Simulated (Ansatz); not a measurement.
A trace of molecular dynamics of FH₂NOSi (6 atoms, charge 0, multiplicity 1).

Theory: Ansatz 0.2.0, RKS BHLYP/def2-SVPD.

```
ensemble                      : NVE (velocity Verlet)
starting velocities drawn for : 300 K
seed                          : 7097
```

```
time (fs)  T (K)  potential energy less start (eV)  conserved less start (meV/atom)
      0.0    300                             0.000                             0.00
      4.0    167                             0.070                             0.09
      8.0    520                            -0.112                             0.27
     12.0   2009                            -0.882                             0.23
     16.0   2130                            -0.945                             0.18
     20.0   3214                            -1.514                            -1.26
     24.0   3789                            -1.820                            -2.64
     28.0   2838                            -1.309                             0.48
     32.0   3612                            -1.703                             1.57
     36.0   3604                            -1.706                             0.44
     40.0   3877                            -1.865                            -2.56
     44.0   3608                            -1.714                            -0.64
     48.0   2797                            -1.293                            -0.33
     52.0   2959                            -1.394                            -3.12
     56.0    996                            -0.356                             0.54
     60.0   1179                            -0.452                             0.31
     64.0   1058                            -0.391                             0.21
     68.0   3035                            -1.426                            -1.96
     72.0   3557                            -1.693                            -1.51
     76.0   2936                            -1.362                             0.23
     80.0   3687                            -1.751                             0.01
     84.0   3143                            -1.467                             0.49
     88.0   4251                            -2.056                            -2.10
     92.0   3837                            -1.833                            -0.67
     96.0   3491                            -1.654                            -0.71
    100.0   3372                            -1.604                            -2.68
```

**Question.** Is this trajectory sound?

**Answer.** The conserved energy stayed within 3.5 meV per atom of its start (net change -2.7 meV per atom), so the integration is sound. The kinetic energy rose, since the run started high on the potential surface and went downhill. A run of 0.1 ps of so small a system gives no equilibrium averages. The orbitals stay closed-shell, which can raise the energy where a bond breaks towards radicals; this wasn't checked here. The time step was 0.5 fs.

Run time: 5.4 min on 2 threads of Arm Neoverse V2, with other jobs on the host, peak memory 0.2 GiB.
